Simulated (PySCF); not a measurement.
NMR data simulated for an unnamed compound:

$^{1}$H NMR (600 MHz, computed): δ 4.78 (m, 2H), 2.81 (s, 1H), 1.40 (s, 6H).

$^{13}$C{$^{1}$H} NMR (computed): δ 198.5 (C), 90.7 (CH2), 89.8 (CH), 82.8 (C), 53.1 (C), 23.5 (CH3).

Computed data (PySCF): shieldings: GIAO PBE0/pcSseg-1, geometry from GFN2-xTB. Isolated molecule, single conformer, no relativistic terms, fast rotation and ring inversion assumed for equivalent nuclei.

Referencing at the same level of theory: $^{1}$H (σ = 31.72 ppm) and $^{13}$C (σ = 186.93 ppm) against TMS.

Question: Which of these does the molecule contain: a three-membered ring, an N-methyl group, a C≡C triple bond, a carboxylic acid, a ketone?

Answer: 
- A three-membered ring: no.
- An N-methyl group: no.
- A C≡C triple bond: yes (δC 89.8, 82.8; δH 2.81 (s)).
- A carboxylic acid: no.
- A ketone: yes (δC 198.5).

The data belong to `InChI=1S/C7H9FO/c1-4-6(9)7(2,3)5-8/h1H,5H2,2-3H3`; they needn't prove each group on their own.

Carbon signals by region: 1 in the far downfield region (above 160 ppm), 4 at 50–100 ppm, 1 below 50 ppm. Above 160 ppm: 198.5, carbonyl carbon of an ynone.

Splittings by $^{19}$F in the carbon and heteronuclear signals aren't shown, as no couplings were computed. Shifts are as computed. Against solution values, carbons near 30 ppm lie about +3 ppm off and those near 130 ppm about +5 ppm. Of 1211 compounds with measured shifts, 218 miss one by over three times the rms of a fit or turn the order of signals round; such compounds aren't used in these exercises. Multiplicities follow the n + 1 count of equivalent neighbours, as no J values were calculated; m marks all less simple cases, F and P coupling included.
